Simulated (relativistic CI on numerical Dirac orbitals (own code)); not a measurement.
Spin-allowed bands of a d3 ion in an octahedral site, by hand

Problem. Take Δ = 14700 cm⁻¹ and B = 590 cm⁻¹ for a d3 ion in an octahedral site. Calculate the three spin-allowed bands.

Working.
1. The terms of highest spin are 4F (energy 0) and 4P (15B = 8850 cm⁻¹). Here the F term splits into A2 at −1.2Δ = -17640, T2 at −0.2Δ = -2940 and T1 at +0.6Δ = 8820 cm⁻¹.
2. The two T1 states mix through the element 0.4Δ: H = [[8820, 5880], [5880, 8850]], with roots ½(H₁₁ + H₂₂) ∓ ½√[(H₂₂ − H₁₁)² + 4H₁₂²] = ½(17670) ∓ ½(11760) = 2955 and 14715 cm⁻¹.
3. The ground term is 4A2 at -17640 cm⁻¹.
4. Bands: 4T2 14700 cm⁻¹ (680 nm), 4T1(F) 20595 cm⁻¹ (486 nm), 4T1(P) 32355 cm⁻¹ (309 nm).

Check. Exact diagonalisation of the whole d3 shell with these parameters gives 4T2 14700, 4T1 20595, 4T1 32355 cm⁻¹. The match is exact, since without spin-orbit coupling no other term has this spin. The ratio of the second band to the first, 1.401, depends on Δ/B = 24.9 alone, which is how a Tanabe-Sugano diagram is read.
